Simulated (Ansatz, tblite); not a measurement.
Cost and result up the ladder for AlMe2(sacsac) (C₇H₁₃AlS₂) (23 atoms). The state is a singlet with charge 0. Geometry: PBE-D4/def2-SVP.

```
atom   x (Å)   y (Å)   z (Å)
 Al1   0.434   1.749  -0.252
  C2  -0.587   1.642  -1.936
  H3  -1.018   0.633  -2.109
  H4   0.054   1.880  -2.812
  H5  -1.429   2.367  -1.946
  C6   1.326   3.396   0.361
  H7   1.846   3.273   1.333
  H8   0.597   4.227   0.477
  H9   2.081   3.741  -0.378
 S10   1.971  -0.021  -0.171
 C11   0.981  -1.424  -0.150
 C12   1.670  -2.665  -0.662
 C13  -0.334  -1.562   0.329
 C14  -1.145  -0.719   1.121
 C15  -2.349  -1.358   1.770
 S16  -0.926   0.935   1.490
 H17   1.152  -3.593  -0.351
 H18   1.705  -2.640  -1.772
 H19   2.723  -2.696  -0.319
 H20  -0.736  -2.585   0.225
 H21  -2.106  -2.355   2.191
 H22  -3.140  -1.511   1.003
 H23  -2.772  -0.712   2.561
```

Ansatz on 2 threads of AMD EPYC 7R13 on a shared host and a share (18 GiB) of an NVIDIA H100 80GB HBM3; xTB runs through tblite on one thread. Times are rough, summed over both states, and most runs start from the orbitals of an earlier one. PBE0-D4/def2-TZVP serves as the yardstick here, not as an exact answer. The other state is a doublet.

The xTB rows come from tblite. LC-ωPBE has ω = 0.4 bohr⁻¹. Single mean-field runs in def2-TZVP are fitted with def2-universal-jkfit.

Raw xTB energies of ions are shifted by several eV.

| level | functions | wall time |
| --- | --- | --- |
| GFN2-xTB | 68 | 0.053 s |
| GFN1-xTB | 81 | 0.066 s |
| PBE-D4/def2-TZVP | 406 | 20 s |
| LC-ωPBE/def2-TZVP | 406 | 20 s |
| PBE0-D4/def2-TZVP (with forces) | 406 | 23 s |

Task: Estimate what each level gives for the vertical IE (eV).

Result: 
```
                          level  vertical IE (eV)  difference from PBE0-D4/def2-TZVP (eV)                                     remarks
                       GFN2-xTB             12.17                                    3.96                                           –
                       GFN1-xTB             12.97                                    4.76                                           –
               PBE-D4/def2-TZVP              7.94                                   -0.27                                           –
              LC-ωPBE/def2-TZVP              8.43                                    0.22  spin-contaminated (⟨S²⟩ 0.96) (+1 doublet)
PBE0-D4/def2-TZVP (with forces)              8.21                                    0.00                                           –
```
